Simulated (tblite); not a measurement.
A geometry optimisation, step by step.

C5H10BFSi.
Numbering: `[BH2:1][Si@@H:2]1[CH2:3][CH2:4][CH:5]=[CH:6][C@H:7]1[F:8]` (hydrogens: H9, H10 on B1; H11 on Si2; H12, H13 on C3; H14, H15 on C4; H16 on C5; H17 on C6; H18 on C7)

Computed with GFN2-xTB (tblite), gas phase: L-BFGS steps from a force-field or distance-geometry start until the largest atomic force falls under 0.01 eV/Å. 10 of its 122 geometries are shown.

Step 0: E = -637.3443 eV, largest atomic force 1.741 eV/Å
```
atom  x, y, z in Å  |  force x, y, z in eV/Å
B1      2.763   -0.251    0.107    0.736  -0.451  -0.136
Si2     0.963   -0.081   -0.579    1.675   0.446  -0.161
C3      0.109    1.488   -0.009    0.072   0.907  -0.237
C4     -1.066    1.032    0.821   -0.398  -0.265   1.511
C5     -1.925    0.134    0.007   -1.322  -0.252  -0.510
C6     -1.539   -1.056   -0.448    0.540   0.345   0.658
C7     -0.156   -1.500   -0.084   -1.132   0.112   1.016
F8      0.215   -2.678   -0.647    0.046  -0.677  -0.228
H9      3.405    0.685    0.429   -0.115  -0.366   0.023
H10     3.272   -1.324    0.008   -0.005   0.575   0.238
H11     0.992   -0.060   -2.021   -0.121  -0.087  -0.793
H12    -0.302    2.034   -0.891    0.507   0.020   0.790
H13     0.808    2.122    0.592   -0.767  -0.228  -0.659
H14    -1.627    1.870    1.264    0.002  -0.149  -0.409
H15    -0.698    0.450    1.711   -0.130   0.354  -0.564
H16    -2.940    0.454   -0.264    0.475   0.094   0.263
H17    -2.163   -1.687   -1.042   -0.089  -0.164  -0.186
H18    -0.118   -1.627    1.034    0.025  -0.214  -0.616
```

Step 13: E = -637.7262 eV, largest atomic force 0.113 eV/Å
```
atom  x, y, z in Å  |  force x, y, z in eV/Å
B1      2.874   -0.285    0.057    0.005  -0.017   0.033
Si2     1.067   -0.057   -0.649   -0.082  -0.075  -0.023
C3      0.083    1.470   -0.012    0.042   0.009   0.002
C4     -1.116    1.025    0.842   -0.019   0.006   0.031
C5     -1.999    0.130    0.033   -0.062  -0.041   0.023
C6     -1.549   -1.039   -0.401    0.053   0.010  -0.012
C7     -0.166   -1.470   -0.071    0.015   0.038  -0.005
F8      0.134   -2.681   -0.676    0.025   0.021  -0.013
H9      3.475    0.618    0.485    0.039   0.090   0.034
H10     3.410   -1.319    0.087    0.004  -0.082  -0.039
H11     0.946   -0.095   -2.125   -0.006   0.009   0.045
H12    -0.293    2.073   -0.841    0.051  -0.028   0.030
H13     0.716    2.125    0.588    0.014   0.007  -0.024
H14    -1.671    1.891    1.206   -0.008   0.044  -0.050
H15    -0.740    0.482    1.715   -0.034   0.023   0.014
H16    -2.986    0.483   -0.221   -0.043  -0.036   0.015
H17    -2.123   -1.692   -1.040   -0.019   0.006   0.030
H18    -0.069   -1.654    1.011    0.024   0.015  -0.092
```

Step 27: E = -637.7413 eV, largest atomic force 0.053 eV/Å
```
atom  x, y, z in Å  |  force x, y, z in eV/Å
B1      2.890   -0.295    0.060   -0.010  -0.014   0.028
Si2     1.078   -0.061   -0.645    0.045   0.025   0.002
C3      0.095    1.458    0.003    0.017   0.012  -0.030
C4     -1.139    1.051    0.828    0.028   0.028   0.000
C5     -2.012    0.116    0.053   -0.011   0.018   0.023
C6     -1.548   -1.043   -0.392   -0.022   0.006   0.012
C7     -0.156   -1.466   -0.098    0.021  -0.020  -0.016
F8      0.148   -2.660   -0.733   -0.007  -0.037  -0.022
H9      3.490    0.601    0.515   -0.015  -0.008  -0.010
H10     3.422   -1.335    0.056    0.004  -0.006  -0.024
H11     0.959   -0.074   -2.122    0.005   0.005   0.027
H12    -0.243    2.059   -0.840   -0.030   0.044  -0.004
H13     0.725    2.109    0.610    0.002  -0.008   0.019
H14    -1.697    1.945    1.115   -0.031   0.006  -0.004
H15    -0.808    0.560    1.749    0.028   0.003   0.012
H16    -3.026    0.421   -0.148   -0.033   0.001  -0.040
H17    -2.143   -1.707   -0.999   -0.002  -0.041   0.007
H18    -0.045   -1.673    0.975    0.010  -0.014   0.019
```

Step 40: E = -637.7448 eV, largest atomic force 0.023 eV/Å
```
atom  x, y, z in Å  |  force x, y, z in eV/Å
B1      2.889   -0.306    0.065    0.004  -0.001   0.005
Si2     1.079   -0.056   -0.636   -0.001   0.009   0.006
C3      0.096    1.469    0.001   -0.011   0.007   0.010
C4     -1.147    1.069    0.817   -0.012  -0.009  -0.003
C5     -2.013    0.111    0.058   -0.003   0.000  -0.011
C6     -1.549   -1.053   -0.374    0.006   0.001   0.009
C7     -0.151   -1.473   -0.101    0.004   0.005  -0.007
F8      0.145   -2.655   -0.766    0.011   0.001   0.010
H9      3.489    0.580    0.536   -0.002  -0.004   0.012
H10     3.426   -1.343    0.024   -0.002  -0.003  -0.012
H11     0.976   -0.059   -2.111   -0.011  -0.004  -0.015
H12    -0.230    2.086   -0.837   -0.010  -0.015  -0.013
H13     0.725    2.109    0.621    0.007   0.001   0.012
H14    -1.718    1.960    1.083    0.010   0.000  -0.004
H15    -0.818    0.597    1.750    0.006   0.001  -0.003
H16    -3.032    0.403   -0.146   -0.002   0.013   0.001
H17    -2.152   -1.732   -0.959    0.016   0.006   0.015
H18    -0.023   -1.702    0.967   -0.011  -0.007  -0.014
```

Step 54: E = -637.7463 eV, largest atomic force 0.047 eV/Å
```
atom  x, y, z in Å  |  force x, y, z in eV/Å
B1      2.887   -0.315    0.066   -0.011  -0.006   0.009
Si2     1.079   -0.045   -0.633   -0.002   0.012  -0.032
C3      0.091    1.479   -0.005    0.028   0.002  -0.010
C4     -1.148    1.073    0.813    0.017   0.026  -0.009
C5     -2.010    0.110    0.057    0.003   0.004   0.024
C6     -1.542   -1.056   -0.365   -0.003   0.009  -0.002
C7     -0.141   -1.469   -0.094   -0.004   0.019   0.001
F8      0.166   -2.639   -0.775   -0.009  -0.012   0.045
H9      3.476    0.536    0.610   -0.012  -0.011   0.005
H10     3.427   -1.346   -0.042    0.011   0.008  -0.014
H11     0.950   -0.062   -2.108    0.017   0.001   0.011
H12    -0.238    2.089   -0.847   -0.003  -0.020   0.009
H13     0.717    2.125    0.612   -0.004  -0.004   0.003
H14    -1.718    1.967    1.070   -0.031  -0.006   0.021
H15    -0.816    0.610    1.749   -0.016   0.001  -0.028
H16    -3.029    0.402   -0.151    0.006  -0.018   0.006
H17    -2.141   -1.746   -0.939   -0.011   0.011  -0.016
H18    -0.017   -1.708    0.972    0.022  -0.018  -0.022
```

Step 67: E = -637.7518 eV, largest atomic force 0.501 eV/Å
```
atom  x, y, z in Å  |  force x, y, z in eV/Å
B1      2.852   -0.377    0.070    0.223   0.011   0.146
Si2     1.079    0.002   -0.660    0.018  -0.042  -0.015
C3      0.062    1.520   -0.052    0.069  -0.001  -0.007
C4     -1.149    1.103    0.801    0.017  -0.013  -0.003
C5     -1.987    0.108    0.066   -0.035  -0.075   0.072
C6     -1.490   -1.051   -0.345   -0.052  -0.064   0.045
C7     -0.091   -1.450   -0.056   -0.044   0.093  -0.002
F8      0.230   -2.641   -0.691   -0.019   0.090   0.057
H9      3.294    0.175    1.028   -0.157  -0.282  -0.383
H10     3.493   -1.240   -0.426   -0.105   0.306   0.210
H11     0.890   -0.065   -2.128    0.026   0.034   0.028
H12    -0.292    2.095   -0.909   -0.031  -0.025   0.033
H13     0.676    2.203    0.536    0.055   0.003   0.012
H14    -1.749    1.975    1.065    0.033   0.052  -0.032
H15    -0.783    0.665    1.735    0.001  -0.036  -0.004
H16    -3.018    0.363   -0.131    0.035   0.012  -0.061
H17    -2.078   -1.737   -0.935    0.004  -0.075   0.008
H18     0.052   -1.641    1.019   -0.038   0.015  -0.104
```

Step 81: E = -637.7806 eV, largest atomic force 0.093 eV/Å
```
atom  x, y, z in Å  |  force x, y, z in eV/Å
B1      2.837   -0.391    0.064   -0.039   0.003  -0.013
Si2     1.082    0.003   -0.697    0.002  -0.028   0.021
C3      0.070    1.511   -0.066   -0.009   0.014  -0.026
C4     -1.138    1.094    0.793   -0.010   0.010   0.008
C5     -1.996    0.107    0.065    0.004  -0.038   0.072
C6     -1.504   -1.060   -0.329    0.009  -0.010   0.003
C7     -0.096   -1.425   -0.044    0.004   0.020  -0.046
F8      0.233   -2.639   -0.627   -0.006   0.002   0.035
H9      3.151   -0.058    1.141   -0.014  -0.006  -0.003
H10     3.594   -1.058   -0.526    0.027   0.034   0.006
H11     0.920   -0.025   -2.169   -0.042  -0.022   0.052
H12    -0.315    2.083   -0.909    0.056   0.043  -0.060
H13     0.696    2.192    0.511   -0.018   0.000   0.015
H14    -1.726    1.975    1.054    0.015   0.039   0.015
H15    -0.771    0.651    1.724   -0.013  -0.025   0.003
H16    -3.023    0.375   -0.137    0.049  -0.010  -0.014
H17    -2.087   -1.771   -0.896    0.023   0.000   0.010
H18     0.066   -1.558    1.036   -0.040  -0.024  -0.079
```

Step 94: E = -637.7906 eV, largest atomic force 0.040 eV/Å
```
atom  x, y, z in Å  |  force x, y, z in eV/Å
B1      2.826   -0.392    0.062    0.008  -0.006   0.015
Si2     1.078   -0.006   -0.707   -0.008   0.016   0.003
C3      0.083    1.516   -0.079   -0.017  -0.006  -0.007
C4     -1.129    1.101    0.776    0.002   0.001   0.017
C5     -1.994    0.106    0.068    0.011   0.003   0.012
C6     -1.508   -1.067   -0.319    0.007   0.009  -0.005
C7     -0.099   -1.425   -0.044    0.006  -0.003   0.006
F8      0.230   -2.651   -0.601   -0.009  -0.005  -0.015
H9      3.036   -0.249    1.206    0.008   0.007  -0.006
H10     3.688   -0.859   -0.575   -0.010   0.032  -0.002
H11     0.876   -0.037   -2.171   -0.003  -0.026   0.000
H12    -0.277    2.097   -0.929   -0.007   0.008  -0.005
H13     0.704    2.191    0.512    0.013  -0.033  -0.018
H14    -1.709    1.986    1.045   -0.013   0.007  -0.026
H15    -0.754    0.660    1.704   -0.016  -0.018   0.023
H16    -3.023    0.367   -0.128    0.024   0.019  -0.002
H17    -2.095   -1.790   -0.866   -0.001   0.020  -0.004
H18     0.060   -1.542    1.036    0.005  -0.025   0.014
```

Step 108: E = -637.7954 eV, largest atomic force 0.037 eV/Å
```
atom  x, y, z in Å  |  force x, y, z in eV/Å
B1      2.825   -0.364    0.064   -0.009   0.005   0.000
Si2     1.066   -0.037   -0.709    0.016  -0.017   0.015
C3      0.095    1.499   -0.079    0.009  -0.006   0.000
C4     -1.122    1.109    0.779    0.004  -0.006  -0.012
C5     -1.988    0.115    0.072   -0.006  -0.001   0.010
C6     -1.516   -1.065   -0.310   -0.003  -0.008   0.011
C7     -0.111   -1.448   -0.038    0.000   0.003  -0.005
F8      0.199   -2.669   -0.620   -0.022   0.005  -0.002
H9      2.987   -0.334    1.222    0.021   0.012   0.028
H10     3.749   -0.652   -0.588    0.009   0.005  -0.025
H11     0.851   -0.100   -2.171    0.007   0.010   0.007
H12    -0.254    2.090   -0.926   -0.004  -0.007   0.001
H13     0.740    2.155    0.509   -0.004   0.009   0.006
H14    -1.697    2.004    1.026    0.000  -0.011  -0.011
H15    -0.764    0.678    1.720    0.008  -0.010  -0.021
H16    -3.010    0.391   -0.139   -0.001  -0.001   0.004
H17    -2.112   -1.776   -0.862   -0.004   0.012   0.002
H18     0.054   -1.590    1.038   -0.018   0.008  -0.006
```

Step 121: E = -637.7981 eV, largest atomic force 0.009 eV/Å
```
atom  x, y, z in Å  |  force x, y, z in eV/Å
B1      2.845   -0.339    0.073    0.007  -0.002   0.003
Si2     1.070   -0.067   -0.688    0.002   0.003  -0.003
C3      0.105    1.482   -0.076   -0.002  -0.002  -0.001
C4     -1.115    1.102    0.780   -0.001   0.001   0.002
C5     -1.995    0.122    0.070   -0.001   0.003  -0.002
C6     -1.536   -1.062   -0.317    0.002   0.003   0.002
C7     -0.137   -1.464   -0.041    0.000   0.002   0.001
F8      0.156   -2.686   -0.629    0.000   0.004  -0.001
H9      3.032   -0.298    1.228   -0.001  -0.002  -0.005
H10     3.770   -0.569   -0.602   -0.007   0.003   0.003
H11     0.871   -0.120   -2.153    0.005  -0.007  -0.001
H12    -0.241    2.062   -0.932    0.004   0.003   0.001
H13     0.747    2.143    0.507   -0.002  -0.003  -0.004
H14    -1.681    2.002    1.030   -0.001   0.002   0.003
H15    -0.761    0.661    1.717    0.001  -0.004   0.000
H16    -3.012    0.413   -0.141   -0.004  -0.005   0.001
H17    -2.141   -1.762   -0.872    0.003   0.001   0.002
H18     0.016   -1.616    1.035   -0.004   0.000   0.000
```

Task: Summarise the path.

Result: The energy falls by 10.47 kcal/mol from step 0 to step 121; nine tenths of that is first reached at step 63. It rises by more than 0.2 meV at steps 61, 64, 67 and 70. The largest force goes from 1.741 to 0.009 eV/Å. Among the bonds Si2–C7 changes most, from 1.874 to 1.956 Å; the atoms move by 0.426 Å rms after alignment.

Task: Follow the three bonds and two angles with the largest change from start to end.

Result: 
```
step  E above end (kcal/mol)  largest force (eV/Å)  Si2–C7 (Å)  Si2–C3 (Å)  Si2–H11 (Å)  B1–Si2–H11 (°)  C3–Si2–C7 (°)
   0                   10.47                 1.741       1.874       1.874        1.442           109.7          106.3
   5                    2.98                 0.506       1.969       1.911        1.483           114.7           99.7
  11                    1.76                 0.148       1.963       1.929        1.485           115.1           99.1
  16                    1.55                 0.087       1.950       1.923        1.475           116.2           98.7
  21                    1.44                 0.105       1.955       1.924        1.482           116.6           98.4
  26                    1.32                 0.056       1.949       1.921        1.480           115.8           98.6
  32                    1.26                 0.033       1.950       1.923        1.479           115.2           99.1
  37                    1.24                 0.025       1.951       1.923        1.481           115.0           99.2
  42                    1.23                 0.022       1.951       1.923        1.479           114.9           99.4
  47                    1.22                 0.019       1.951       1.922        1.480           115.1           99.4
  53                    1.20                 0.039       1.950       1.923        1.480           115.6           99.5
  58                    1.14                 0.095       1.955       1.919        1.477           116.8           99.9
  63                    1.04                 0.063       1.954       1.925        1.479           117.7           99.9
  68                    0.91                 0.061       1.958       1.925        1.480           118.0           99.9
  74                    0.65                 0.088       1.957       1.923        1.477           117.9           99.1
  79                    0.47                 0.105       1.963       1.924        1.481           118.2           98.3
  84                    0.35                 0.062       1.958       1.922        1.478           119.2           98.5
  89                    0.24                 0.057       1.960       1.924        1.479           120.2           98.7
  95                    0.16                 0.039       1.958       1.924        1.478           120.8           98.8
 100                    0.11                 0.043       1.959       1.922        1.479           121.1           99.1
 105                    0.08                 0.024       1.956       1.924        1.478           121.1           99.2
 110                    0.05                 0.036       1.956       1.924        1.479           121.0           99.0
 116                    0.01                 0.027       1.957       1.925        1.479           120.5           99.2
 121                    0.00                 0.009       1.956       1.924        1.479           120.3           99.2
```

What follows is the cost of the whole relaxation. On Arm Neoverse N1, one thread, shared host, this took 1.5 s.
